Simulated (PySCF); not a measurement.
TDDFT excited states: C7H9N

Species: N-methyl-di(2-propynyl)-amine, C7H9N.
Numbering: `[CH:1]#[C:2][CH2:3][N:4]([CH3:5])[CH2:6][C:7]#[CH:8]` (hydrogens: H9 on C1; H10, H11 on C3; H12, H13, H14 on C5; H15, H16 on C6; H17 on C8)

The calculation used TDDFT PBE0/def2-SVPD, vertical, gas phase, core orbitals frozen in the response in PySCF 2.14.0, density-fitted response routines. The structure is a single GFN2-xTB conformer in the gas phase; no vibrational or solvent corrections. Torsions of this conformer, `[CH:1]#[C:2][CH2:3][N:4]([CH3:5])[CH2:6][C:7]#[CH:8]`: C2–C3–N4–C5 68°, C3–N4–C6–C7 -62°.

Q: What does the calculation give for the low-lying excited states?

A: 

| state | E (eV) | ν̃ (cm⁻¹) | f | main configurations (H = HOMO, L = LUMO) |
| --- | --- | --- | --- | --- |
| S1 | 5.85 | 47160 | 0.017 | H→L (98%) |
| S2 | 6.37 | 51400 | 0.019 | H→L+1 (95%) |
| S3 | 6.43 | 51850 | 0.0003 | H→L+2 (95%) |
| S4 | 6.51 | 52520 | 0.0070 | H-1→L (40%), H→L+3 (18%) |
| S5 | 6.61 | 53290 | 0.0023 | H-3→L (27%), H-2→L (18%), H-1→L+3 (13%) |
| S6 | 6.65 | 53610 | 0.0059 | H→L+3 (74%), H-1→L (11%) |

Triplets (Tamm–Dancoff): T1 5.36 eV, H→L (14%), H-3→L+2 (9%), H-3→L (8%); T2 5.42 eV, H-1→L+4 (18%), H-2→L+3 (16%), H-2→L (11%).

The lowest singlet comes at 212 nm (564 kJ/mol) in the ultraviolet; it is weak; its leading configuration is HOMO→LUMO (98%). The strongest level in the table is S2 at 6.37 eV (195 nm, f = 0.019). Löwdin shares by element: HOMO nitrogen 58%, carbon 22% or more (atoms not listed hold the other 20%); LUMO carbon 50% or more (atoms not listed hold the other 50%). The oscillator strengths of these states sum to 0.052; summed over the whole spectrum of an exact calculation they would give the number of electrons, 58 (Thomas–Reiche–Kuhn). The listed states span 0.80 eV, and the widest gap between neighbours is 0.52 eV (S1 to S2). Orbital energies (eV): HOMO-3 -8.05, HOMO-2 -7.97, HOMO-1 -7.80, HOMO -6.68, LUMO 0.46, LUMO+1 0.76, LUMO+2 0.97. No computed singlet lies in the visible range (380 to 750 nm); the lowest, at 212 nm, stands 2.58 eV above its violet end (3.26 eV). The window holds the lowest 6 singlets.
